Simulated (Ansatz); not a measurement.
Computed with Ansatz on PBE0-D4/def2-TZVP structures; ΔE is electronic, products minus reactants. CCSD(T)/CBS adds triple-zeta CCSD(T) − MP2 to the extrapolated MP2 energy (def2 sets, frozen cores). This one scheme is used for every species. DFT in def2-TZVPP. B3LYP here is the variant with VWN-RPA as its local correlation; programs differ in this. HSE06 is defined as in plane-wave codes. No spin–orbit coupling; open shells (•) take unrestricted orbitals. For Br outer-core shells are correlated without core-valence functions, which leaves a few kJ/mol of doubt a bond. Scalar relativity is left out up to krypton.

Consider the hydrogen abstraction from a B–H bond: `ClBBr` + `[OH]`• → `Cl[B]Br`• + H₂O.

```tsv
level	ΔE (kJ/mol)	difference from CCSD(T)/CBS
LDA (SPW92)	-117.0	-46.5
PBE-D4	-84.5	-14.0
revPBE-D4	-76.0	-5.5
BLYP-D4	-71.0	-0.5
r2SCAN-D4	-73.5	-3.0
B97M-V	-58.8	11.7
PBE0-D4	-68.1	2.4
B3LYP-D4	-61.2	9.3
r2SCANh-D4	-68.8	1.7
r2SCAN0-D4	-61.9	8.6
HSE06-D4	-68.7	1.8
BHLYP-D4	-39.0	31.5
CAM-B3LYP-D4	-60.6	9.9
ωB97X-V	-55.0	15.5
B2PLYP	-63.9	6.6
PBE-QIDH	-65.1	5.4
PBE	-84.9	-14.4
revPBE	-77.6	-7.1
BLYP	-72.1	-1.6
r2SCAN	-73.7	-3.2
PBE0	-68.5	2.0
B3LYP	-61.9	8.6
r2SCANh	-69.0	1.5
HSE06	-69.0	1.5
BHLYP	-39.3	31.2
CAM-B3LYP	-61.0	9.5
LC-ωPBE	-67.9	2.6
RPA@PBE/def2-TZVPP	-46.5	24.0
CCSD/def2-SVP	-41.6	28.9
CCSD(T)/def2-SVP	-45.1	25.4
HF/def2-TZVPP	1.7	72.2
MP2/def2-TZVPP	-82.9	-12.4
SCS-MP2/def2-TZVPP	-65.2	5.3
CCSD/def2-TZVPP	-54.8	15.7
CCSD(T)/def2-TZVPP	-61.3	9.2
HF/def2-QZVPP	0.4	70.9
MP2/def2-QZVPP	-88.6	-18.1
SCS-MP2/def2-QZVPP	-70.8	-0.3
MP2/CBS(def2)	-92.0	-21.5
CCSD/CBS(def2)	-63.9	6.6
CCSD(T)/CBS	-70.5	0
```

Largest T1 diagnostic among the species: 0.013.

In def2-TZVPP, CCSD(T) changes the Hartree–Fock value by −63.0 kJ/mol (the triples alone add −6.5 kJ/mol) and MP2 by −84.6 kJ/mol. From r2SCAN to r2SCAN0 (25 % exact exchange), in def2-TZVPP and without D4, ΔE moves by +11.6 kJ/mol. Leaving LDA and LC-ωPBE aside and taking each functional with its dispersion term where it has one, the values spread over 45.5 kJ/mol, from PBE-D4 to BHLYP-D4. LDA lies −32.1 kJ/mol from PBE without D4.
